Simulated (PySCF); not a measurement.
**Ba⁺ (barium, charge +1) across methods**

[Xe] 6s1, 2S determinant. All numbers are calculated (PySCF 2.14, scalar relativity by spin-free X2C-1e, in aug-cc-pwCVTZ-X2C with one added diffuse shell each of s, p, d, f type (12s11p9d5f, 125 functions)).

| method | E (hartree) | mean ε 5p α (eV) | mean ε 5p β (eV) | mean ε 6s α (eV) | Σ⟨r²⟩ (bohr²) | ⟨S²⟩ |
| --- | --- | --- | --- | --- | --- | --- |
| UHF | -8131.47738 | -29.854 | -29.756 | -9.402 | 67.68 | 0.751 |
| LDA | -8127.52 | -24.538 | -24.426 | -8.065 | 64.81 | 0.750 |
| PBE0 | -8134.21 | -26.058 | -25.930 | -8.357 | 65.61 | 0.750 |
| M06 | -8134.70 | -25.739 | -25.756 | -8.259 | 65.23 | 0.751 |
| r2SCANh | -8134.54 | -25.538 | -25.454 | -8.124 | 65.81 | 0.751 |
| PBE | -8134.13 | -24.412 | -24.275 | -7.863 | 65.36 | 0.750 |
| r2SCAN0 | -8134.53 | -26.397 | -26.312 | -8.431 | 65.79 | 0.751 |

**Question.** Estimate the same row for r2SCAN.

**Answer.** E (hartree) = -8134.55; mean ε 5p α (eV) = -24.965; mean ε 5p β (eV) = -24.882; mean ε 6s α (eV) = -7.920; Σ⟨r²⟩ (bohr²) = 65.82; ⟨S²⟩ = 0.751.

Spin-orbit coupling, which splits the p, d and f shells strongly at this Z, is absent.
